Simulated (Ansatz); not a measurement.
A nudged elastic band was laid between two geometries of C$_{2}$H$_{6}$BClO (11 atoms, charge 0, multiplicity 1).

All numbers below come from RKS PBE0-D4/def2-SVP (Ansatz 0.2.0).

```json
{
 "movable images": "7",
 "climbing image": "yes",
 "spring": "5.0 eV/Å²",
 "optimiser": "quadratic models (default)",
 "start path": "through a guess of the saddle point",
 "force threshold": "0.05 eV/Å",
 "iteration limit": "60",
 "end points": "relaxed"
}
```

First end point:

```xyz
11
Properties=species:S:1:pos:R:3
O 0.027 1.663 1.548
B -0.471 0.829 0.611
C 0.226 -0.564 0.379
C 0.245 -0.980 -1.076
Cl 1.095 0.254 -2.072
H -0.477 2.478 1.630
H -1.471 1.141 -0.010
H -0.353 -1.320 0.947
H 1.244 -0.568 0.800
H -0.770 -1.061 -1.490
H 0.770 -1.930 -1.248
```

Last end point:

```xyz
11
Properties=species:S:1:pos:R:3
O -0.369 1.916 1.288
B -0.717 0.867 0.517
C 0.138 -0.461 0.404
C 0.283 -0.927 -1.030
Cl 1.095 0.333 -2.020
H 0.484 1.801 1.722
H -1.772 0.972 -0.071
H -0.404 -1.247 0.966
H 1.134 -0.368 0.871
H -0.696 -1.105 -1.497
H 0.889 -1.838 -1.128
```

(1) What changes between the two ends?

(2) Give the energies along the band, and the barrier.

(3) What is the geometry of the highest image?

(4) What are the harmonic wavenumbers there?

Answers

(1) No bond is made or broken. The dihedral H6–O1–B2–C3 goes from -179 to 4°.

(2) The forces met the threshold. The highest image is number 5 of 0 to 8, 14.0 kcal/mol above the first end and 13.0 kcal/mol above the last; the last end lies 1.0 kcal/mol above the first. A vibrational analysis at the climbing image gives one clearly imaginary mode, 791i cm⁻¹: a first-order saddle point.

```json
{"image": "0", "path coordinate (Å)": "0.00", "energy (kcal/mol)": "0.0", "dihedral H6–O1–B2–C3 (°)": "-179"}
{"image": "1", "path coordinate (Å)": "0.27", "energy (kcal/mol)": "0.1", "dihedral H6–O1–B2–C3 (°)": "179"}
{"image": "2", "path coordinate (Å)": "0.54", "energy (kcal/mol)": "0.7", "dihedral H6–O1–B2–C3 (°)": "171"}
{"image": "3", "path coordinate (Å)": "0.80", "energy (kcal/mol)": "4.2", "dihedral H6–O1–B2–C3 (°)": "149"}
{"image": "4", "path coordinate (Å)": "1.07", "energy (kcal/mol)": "10.5", "dihedral H6–O1–B2–C3 (°)": "122"}
{"image": "5", "path coordinate (Å)": "1.34", "energy (kcal/mol)": "14.0", "dihedral H6–O1–B2–C3 (°)": "92"}
{"image": "6", "path coordinate (Å)": "1.72", "energy (kcal/mol)": "7.8", "dihedral H6–O1–B2–C3 (°)": "46"}
{"image": "7", "path coordinate (Å)": "2.09", "energy (kcal/mol)": "1.5", "dihedral H6–O1–B2–C3 (°)": "9"}
{"image": "8", "path coordinate (Å)": "2.47", "energy (kcal/mol)": "1.0", "dihedral H6–O1–B2–C3 (°)": "4"}
```

(3) 
```xyz
11
Properties=species:S:1:pos:R:3:forces:R:3
O -0.268 1.698 1.546 0.00 0.00 -0.01
B -0.642 0.780 0.615 0.00 0.00 0.00
C 0.126 -0.590 0.424 0.00 0.00 0.00
C 0.269 -0.925 -1.043 0.00 -0.01 0.00
Cl 1.115 0.423 -1.894 0.00 0.00 0.00
H 0.338 2.413 1.350 0.00 0.00 0.00
H -1.657 0.973 -0.037 0.00 0.00 0.00
H -0.480 -1.382 0.909 0.00 0.00 0.00
H 1.107 -0.585 0.924 0.00 0.00 0.00
H -0.706 -1.031 -1.537 0.00 0.00 0.00
H 0.862 -1.830 -1.235 0.00 0.00 0.00
```

(4) 791i, 39, 137, 226, 353, 444, 568, 644, 698, 840, 966, 998, 1030, 1115, 1130, 1183, 1280, 1305, 1406, 1419, 1466, 2536, 3036, 3105, 3122, 3177, 4007 cm⁻¹.

Run time: 6.9 min on 2 threads of Arm Neoverse V1, on a shared host, peak memory 0.23 GiB.
